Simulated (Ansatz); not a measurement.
The same path of CH7O2SbSi (12 atoms, charge 0, multiplicity 1) was run twice with different band settings. The coordinate that changes most is the height of Sb5 over the plane of its neighbours.

Level of theory: Ansatz 0.2.0, RKS PBE0-D4/def2-mTZVP.

Relaxed end points:

```xyz
12
Properties=species:S:1:pos:R:3
O -1.685 -0.245 1.156
C -0.299 -0.555 1.214
Si 0.722 0.546 0.065
O 2.280 -0.032 0.142
Sb -0.184 0.442 -2.363
H -1.991 -0.401 0.254
H -0.103 -1.615 1.001
H 0.013 -0.383 2.248
H 0.667 1.975 0.499
H 2.982 0.526 -0.204
H -0.577 -1.220 -2.159
H -1.747 0.908 -1.817
```

```xyz
12
Properties=species:S:1:pos:R:3
O -1.669 -0.623 1.626
C -0.269 -0.763 1.395
Si 0.345 0.540 0.167
O 1.984 0.323 0.028
Sb -0.954 0.278 -2.061
H -2.140 -0.882 0.825
H -0.003 -1.781 1.080
H 0.218 -0.605 2.361
H 0.015 1.898 0.690
H 2.426 0.743 -0.715
H 0.239 -0.806 -2.652
H -0.113 1.625 -2.710
```

Common settings: spring 5.0 eV/Å²; optimiser quadratic models (default); start path IDPP; force threshold 0.05 eV/Å; end points relaxed.

| run | movable images | climbing image | iteration limit |
| --- | --- | --- | --- |
| 1 | 7 | yes | 40 |
| 2 | 6 | no | 50 |

Task: What does each run give, and how far can it be trusted?

Result: Run 1: converged after 8 iterations, highest image 1.278 eV above the first end. A vibrational analysis at the climbing image gives one clearly imaginary mode, 620i cm⁻¹: a first-order saddle point.
Run 2: converged after 8 iterations, highest image 0.953 eV above the first end. No image climbed, so the highest image needn't sit at the top of the path.
